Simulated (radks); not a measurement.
Values are calculated unless marked as measured or tabulated.
Ionisation of Pr2+, [Xe] 4f3, to Pr3+, [Xe] 4f2, under several functionals. Non-relativistic Kohn-Sham, spin-polarised, spherical densities, point nucleus; open shells are filled with parallel spins first (spin-orbit coupling, left out, can overturn this in heavy ions); a radial shooting solver on a logarithmic mesh with Libxc functionals.

| functional | E(Pr2+) (hartree) | Exc (hartree) | IE (eV) | -e(HOMO) (eV) | <r> HOMO (bohr) | IE error (eV) |
|---|---|---|---|---|---|---|
| exchange-only r2SCAN | -8920.4045 | -205.5229 | 23.615 | 15.545 | 1.053 | +1.991 |
| Wu-Cohen GGA | -8922.3405 | -207.4623 | 25.401 | 17.233 | 1.053 | +3.777 |
| TASK exchange with Perdew-Wang LDA correlation | -8921.9003 | -207.0522 | 24.882 | 16.633 | 1.031 | +3.258 |
| MS2 meta-GGA | -8922.6686 | -207.7909 | 24.996 | 16.928 | 1.056 | +3.372 |
| LDA (Slater exchange, VWN5 correlation) | -8917.1329 | -202.1985 | 25.664 | 17.480 | 1.051 | +4.040 |
| BP86 | -8924.4467 | -209.5878 | 25.447 | 17.282 | 1.052 | +3.823 |
| exchange-only B88 | -8920.8281 | -205.9253 | 24.116 | 16.033 | 1.059 | +2.493 |
| HCTH/407 | -8928.9942 | -214.3775 | 26.436 | 18.149 | 1.033 | +4.813 |
| LDA (Slater exchange, Perdew-Zunger correlation) | -8917.1081 | -202.1730 | 25.631 | 17.447 | 1.051 | +4.007 |
| PBEsol | -8919.9943 | -205.0873 | 25.404 | 17.239 | 1.053 | +3.780 |

NIST Atomic Spectra Database: 21.624 eV (measured). Closest: exchange-only r2SCAN. The Delta-SCF values span 2.82 eV, the total energies 11.89 hartree. The highest occupied level is 4f. Relativity is left out here, which matters for elements this heavy. Open shells are spherical and high-spin; term and fine-structure splittings are not resolved.
